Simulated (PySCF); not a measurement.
Spin states and ions at one geometry of [ReO(OH)3]2+

PySCF 2.14.0, RKS PBE, Re def2-SVP with ECP60, O def2-SVP, H def2-SVP; non-relativistic Hamiltonian with scalar-relativistic core potentials where named; density fitting; no spin-orbit coupling; singlets restricted, open shells unrestricted. The geometry is relaxed for charge +2, singlet, vacuum:

```xyz
8

Re   -0.1261   -0.0915   -0.1450
O     0.9008    0.7733    0.8416
O    -1.2516   -1.0168    0.8769
H    -1.6337   -1.3290    1.7509
O     0.8492   -1.1904   -1.1486
H     1.7024   -1.6000   -1.4832
O    -1.0245    1.0558   -1.1668
H    -1.2603    1.9698   -1.5079
```

Energies count from the relaxed state; an electron taken off or put on is at rest in vacuum. Charges and spins are Mulliken's.

```json
{"state": "charge +2, singlet, vacuum", "energy (eV)": "0.00", "spin squared": "0.00", "charge on Re1 (e)": "1.54", "spin on Re1 (e)": "0.00", "dipole about the centre of mass (D)": "1.28"}
{"state": "charge +2, triplet, vacuum", "energy (eV)": "4.41", "spin squared": "2.01", "charge on Re1 (e)": "1.44", "spin on Re1 (e)": "0.57", "dipole about the centre of mass (D)": "1.77"}
{"state": "charge +3, doublet, vacuum", "energy (eV)": "24.22", "spin squared": "0.76", "charge on Re1 (e)": "1.70", "spin on Re1 (e)": "-0.13", "dipole about the centre of mass (D)": "1.89"}
```

Task: What does the state charge +1, doublet, vacuum give?

Result: energy (eV) -12.60, spin squared 0.75, charge on Re1 (e) 1.26, spin on Re1 (e) 0.64, dipole about the centre of mass (D) 1.41.

With an electron taken off (doublet) the charges change, summed by element, by Re +0.15 e, O +0.68 e, H +0.17 e. The vertical ionisation energy is 24.22 eV, against −ε(HOMO) = 20.82 eV of the relaxed state. The level lies 3.4 eV too high, as is usual for semilocal functionals and global hybrids, which keep a self-interaction error.

With an electron put on (doublet) the charges change, summed by element, by Re -0.28 e, O -0.52 e, H -0.20 e. The vertical electron affinity is 12.60 eV, against −ε(LUMO) = 16.20 eV of the relaxed state.

Open shells may have lower solutions than those found. Hard to converge, so the more doubtful: charge +2, triplet, vacuum; charge +3, doublet, vacuum; charge +1, doublet, vacuum.
